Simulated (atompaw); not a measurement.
## molybdenum: one change to a PAW (atompaw) potential, before and after

```json
{
 "Element": "Mo (Z = 42)",
 "Generator": "atompaw 4.2.0.5",
 "Type": "PAW",
 "Functional": "PBE",
 "Relativity": "scalar-relativistic",
 "Frozen core": "[Kr]",
 "Valence charge": "6",
 "Reference configuration": "4d5 5s0 5p1",
 "Partial waves": "5s (bound, empty): rc 3.00 bohr; 5s channel at 1.6 Ry: rc 2.95 bohr; 5p (bound): rc 3.00 bohr; 5p channel at 0.75 Ry: rc 3.00 bohr; 4d (bound): rc 3.00 bohr; 4d channel at 1.5 Ry: rc 2.25 bohr",
 "Local potential": "bessel scheme, radius 3.00 bohr",
 "Core correction": "smooth core density matched at 1.90 bohr",
 "Augmentation charge": "sinc compensation charge, radius 2.40 bohr; PAW radius 3.00 bohr; waves and projectors: custom rrkj gramschmidtortho"
}
```

All-electron outer shells of the reference configuration (PBE, scalar-relativistic, ld1.x):

```json
{"shell": "4s", "level (eV)": "-65.71", "outermost node (bohr)": "0.51", "outermost maximum (bohr)": "0.99"}
{"shell": "4p", "level (eV)": "-39.86", "outermost node (bohr)": "0.52", "outermost maximum (bohr)": "1.08"}
{"shell": "4d", "level (eV)": "-5.03", "outermost node (bohr)": "0.53", "outermost maximum (bohr)": "1.38"}
{"shell": "5s", "level (eV)": "-4.98", "outermost node (bohr)": "1.34", "outermost maximum (bohr)": "2.89"}
{"shell": "5p", "level (eV)": "-1.74", "outermost node (bohr)": "1.54", "outermost maximum (bohr)": "4.00"}
```

Change: core [Ar] 3d10, valence charge 14; reference 4s2 4p6 4d5 5s1 5p0; waves now 4s (bound): rc 1.20 bohr; 5s (bound): rc 1.90 bohr; 4p (bound): rc 1.70 bohr; 5p (bound): rc 2.50 bohr; 4d (bound): rc 2.50 bohr; 4d channel at 0.65 Ry: rc 2.10 bohr; local potential bessel scheme, radius 1.75 bohr; core correction smooth core density matched at 1.25 bohr; augmentation sinc compensation charge, radius 2.40 bohr; PAW radius 2.50 bohr; waves and projectors: custom rrkj gramschmidtortho.

Cutoffs: the cutoffs (Ry, on a coarse ladder) from which the occupation-weighted sum of valence levels, in a spherical-Bessel basis at the reference potential, stays within 10 and 1 mRy of its value at 400 Ry; they do not see the model core or the augmentation charge, which bear on the density cutoff.

Problem. What does the change do?

Solution. The potential gets harder (10 Ry and 12 Ry → 30 Ry and 60 Ry); neither file shows a bound ghost. The added semicore shells are compact, so their waves need more plane waves. Several settings change at once here, so the effects cannot be laid on one of them.

| quantity | base | changed |
| --- | --- | --- |
| cutoff, loose | 10 Ry | 30 Ry |
| cutoff, tight | 12 Ry | 60 Ry |
| bound ghosts | none | none |
| lowest overlap eigenvalue by channel | s 0.59, p 0.59, d 0.25 | s 0.10, p 0.50, d 0.63 |

 The cutoffs see the waves, projectors and local potential, not the compensation charge or the core.
